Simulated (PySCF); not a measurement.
Carbon: a sound run and one with changed settings

Sound run: C+ [He] 2s2 2p1, C(2+) [He] 2s2. Calculation: PySCF 2.14, in 6-31G* (3s2p1d, 14 functions); the non-relativistic Hamiltonian (point nucleus). In the sound run the correlated levels freeze 1s2. The sound run starts from symmetry-adapted Hartree-Fock orbitals and uses a fine grid where one is needed.

Changed run: a valence shell is frozen. This setting is unsound on purpose.

Ionisation energy of C+:

| method | sound run (eV) | changed run (eV) |
| --- | --- | --- |
| UHF | 24.203 | 24.203 |
| MP2 | 24.265 | 24.203 |
| SCS-MP2 | 24.219 | 24.203 |
| CCSD | 24.063 | 24.203 |
| CCSD(T) | 24.083 | 24.203 |
| CCSDT | n/a | 24.203 |
| FCI | n/a | 24.203 |

Freezing a valence shell removes pair correlation that changes on ionisation.

For comparison, NIST gives 24.383 eV between the lowest levels.
